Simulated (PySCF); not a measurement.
Compound: C8H16Si.
Structure used (PBE0-D3(BJ)/def2-SVP), in Å, numbered top down from 1:
```
atom  x, y, z in Å
C1    -3.4516   -1.5403   -0.7162
C2    -2.9516   -0.3012   -0.7542
C3    -2.0303    0.3033    0.2353
C4    -2.3188    1.7523    0.7264
C5    -0.8866    2.2697    1.0166
Si6   -0.2951    0.9656   -0.2236
C7     1.2364   -0.0742    0.1015
C8     2.5566    0.6875   -0.0209
C9     3.7787   -0.1801    0.2410
H10   -3.2228   -2.2236    0.1079
H11   -4.1027   -1.9177   -1.5088
H12   -3.2180    0.3427   -1.6039
H13   -1.9060   -0.3635    1.1074
H14   -2.7646    2.3305   -0.1017
H15   -3.0263    1.8106    1.5711
H16   -0.7167    3.3434    0.8575
H17   -0.5696    2.0151    2.0416
H18   -0.2666    1.5019   -1.6238
H19    1.1416   -0.5149    1.1103
H20    1.2206   -0.9272   -0.6013
H21    2.5563    1.5405    0.6804
H22    2.6325    1.1341   -1.0278
H23    3.7523   -0.6079    1.2555
H24    4.7131    0.3944    0.1450
H25    3.8276   -1.0215   -0.4690
```

The calculation used TDDFT wB97X-D/def2-SVPD, vertical, gas phase, core orbitals frozen in the response in PySCF 2.14.0, density-fitted response routines.

```csv
state,λ (nm),E (eV),f,|μ| (D),"main configurations (H = HOMO, L = LUMO)"
S1,189.9,6.53,0.400,4.02,"H→L (77%), H→L+2 (10%)"
S2,185.6,6.68,0.106,2.04,"H→L+2 (67%), H→L+1 (11%), H→L+3 (8%)"
S3,173.1,7.16,0.014,0.73,"H→L+3 (38%), H→L+4 (37%)"
S4,170.2,7.28,0.022,0.90,"H→L+4 (38%), H→L+3 (30%)"
S5,169.1,7.33,0.010,0.61,"H→L+1 (32%), H→L+5 (20%)"
S6,163.0,7.61,0.013,0.66,"H→L+6 (26%), H→L+1 (18%), H-1→L (16%)"
S7,160.4,7.73,0.107,1.91,"H→L+6 (37%), H-1→L (22%), H-1→L+1 (10%)"
S8,156.7,7.91,0.0082,0.52,"H-1→L+1 (23%), H-1→L (18%), H-2→L (11%)"
S9,154.1,8.04,0.037,1.10,"H-1→L+3 (50%), H-2→L (9%)"
S10,152.0,8.15,0.0072,0.48,"H-1→L+2 (22%), H-2→L+1 (10%), H→L+8 (9%)"
```

Triplets (Tamm–Dancoff): T1 4.27 eV, H→L (66%), H→L+1 (12%); T2 6.44 eV, H→L+2 (66%), H→L (9%); T3 7.01 eV, H→L+3 (49%), H→L+4 (26%); T4 7.11 eV, H-1→L+2 (23%), H-1→L (21%), H-1→L+1 (16%).

The lowest singlet comes at 190 nm (630 kJ/mol) in the vacuum ultraviolet; it is strong; its leading configuration is HOMO→LUMO (77%). The lowest level is also the most intense of those listed (f = 0.400). Löwdin shares by element: HOMO carbon 67% or more, silicon 10% (atoms not listed hold the other 24%); LUMO carbon 55% or more, silicon 9% (atoms not listed hold the other 37%). Orbital energies (eV): HOMO-3 -10.50, HOMO-2 -10.43, HOMO-1 -9.65, HOMO -8.42, LUMO 2.08, LUMO+1 2.29, LUMO+2 2.40. The listed states span 1.62 eV, and the widest gap between neighbours is 0.48 eV (S2 to S3). Of the 10 states listed, 8 reach f = 0.01 and none stays under 0.0005. The vertical ionisation energy (ΔSCF) is 8.47 eV, 0.31 eV above S10. The window holds the lowest 10 singlets.

One conformer stands for the species.
